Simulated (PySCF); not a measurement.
Isomers of CH5NSi. Gas-phase values, no solvent. One relaxed conformer stands for each flexible species; it need not be the lowest. Strings in code marks are SMILES.

Quantity: vertical ionisation energy (energy after one electron is removed minus that of the parent at the parent's geometry), in eV.

A: `[H]/N=[SiH]\C`
B: `NC=[SiH2]`
C: `C=[SiH]N`

**Question.** Put the candidates in order of vertical ionisation energy (energy after one electron is removed minus that of the parent at the parent's geometry), lowest first, for r2SCAN-D4/def2-TZVP (PySCF).

**Answer.** B (7.30 eV), C (7.68 eV), A (9.29 eV)
